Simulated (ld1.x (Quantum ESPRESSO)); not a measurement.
# What one change does to a pseudopotential (Bi, ultrasoft)

```json
{
  "Element": "bismuth",
  "Generator": "ld1.x (Quantum ESPRESSO) 7.5",
  "Type": "ultrasoft",
  "Functional": "BP86",
  "Relativity": "fully relativistic",
  "Frozen core": "[Xe] 4f14",
  "Valence charge": "15",
  "Reference configuration": "5d10 6s2 6p2.5 (charge +0.5)",
  "Partial waves": "6s (bound): rcut 1.75, rcutus 1.85 bohr; 6s channel at 3.75 Ry: rcut 1.75, rcutus 1.85 bohr; 6p (bound): rcut 2.15, rcutus 2.50 bohr; 6p channel at 1.15 Ry: rcut 2.15, rcutus 2.50 bohr; 5d (bound): rcut 1.35, rcutus 1.60 bohr; 5d channel at 1.2 Ry: rcut 1.35, rcutus 1.60 bohr",
  "Local potential": "all-electron potential smoothed inside 1.95 bohr (lloc = -2)",
  "Core correction": "a·sin(br)/r model core inside 1.20 bohr",
  "Augmentation charge": "PSQ, radius 1.35 bohr"
}
```

Open shells are filled in proportion to 2j + 1 (rel_dist='average').

Change: scalar-relativistic.

Cutoffs: the cutoffs (Ry, on a coarse ladder) from which the occupation-weighted sum of valence levels, in a spherical-Bessel basis at the reference potential, stays within 10 and 1 mRy of its value at 400 Ry; they do not see the model core or the augmentation charge, which bear on the density cutoff. Errors are all-electron minus pseudo energies relative to the spin-unpolarised reference configuration.

Q: What does the change do?

A: The potential gets neither clearly harder nor softer (50 Ry and 90 Ry → 50 Ry and 90 Ry); of the 7 tests that both files solve, the error grows in 6 and shrinks in 1 by more than 15 % and 0.3 meV (median size 1.1 → 6.8 meV); neither file shows a bound ghost.

| quantity | base | changed |
| --- | --- | --- |
| cutoff, loose | 50 Ry | 50 Ry |
| cutoff, tight | 90 Ry | 90 Ry |
| bound ghosts | none | none |
| error for 5d10 6s2 6p3, meV [ΔE -3.25 → -3.17 eV] | -0.1 | +1.4 |
| error for 5d10 6s2 6p2, meV [ΔE 4.98 → 4.90 eV] | 0.0 | -2.3 |
| error for 5d10 6s2 6p1, meV [ΔE 20.58 → 20.32 eV] | -1.1 | -11 |
| error for 5d10 6s0 6p5, meV [ΔE 16.83 → 17.37 eV] | -23 | -29 |
| error for 5d9 6s2 6p3, meV [ΔE 30.03 → 30.24 eV] | -227 | -125 |
| error for 5d10 6s2 6p3.3, meV [ΔE -4.42 → -4.31 eV] | +0.1 | +1.9 |
| error for 5d10 6s1 6p4, meV [ΔE 6.63 → 6.92 eV] | -5.3 | -6.8 |
| s: phases at 2.68 bohr within 0.05 rad from the reference energy up to (Ry; the scan ends near 5) | to the end of the scan | to the end of the scan |
| lowest overlap eigenvalue by channel | s 0.64, p1/2 0.51, p3/2 0.51, d3/2 0.21, d5/2 0.28 | s 0.64, p 0.51, d 0.24 |
